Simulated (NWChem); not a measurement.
# trans-1,3,3,3-tetrafluoropropene (C₃H₂F₄); SMILES F/C=C/C(F)(F)F

```xyz
9

F     -0.1400    -2.8637     0.0008
C      0.2974    -1.6047    -0.0031
C     -0.5385    -0.5569     0.0068
C     -0.0367     0.8507     0.0008
F     -0.4777     1.5250    -1.0898
F     -0.4766     1.5329     1.0868
F      1.3181     0.9156    -0.0005
H      1.3969    -1.5232    -0.0147
H     -1.6294    -0.6948     0.0186
```
Atoms are numbered in this order, from 1.

Computed with NWChem. The geometry was optimised at PBE-D3(BJ)/def2-SVP. Level: PBE/def2-SVP with SMD (1 M gas to 1 M solution), gas-phase geometry.

**Question.** Predict the results for solvent water. Quantities: solvation free energy (kcal/mol); cavity-dispersion-structure term (kcal/mol); dipole in solution (D).

**Answer.** 
```
Quantity                                     Result
-------------------------------------------  ------
solvation free energy (kcal/mol)                1.9
cavity-dispersion-structure term (kcal/mol)     5.2
dipole in solution (D)                         1.41
```
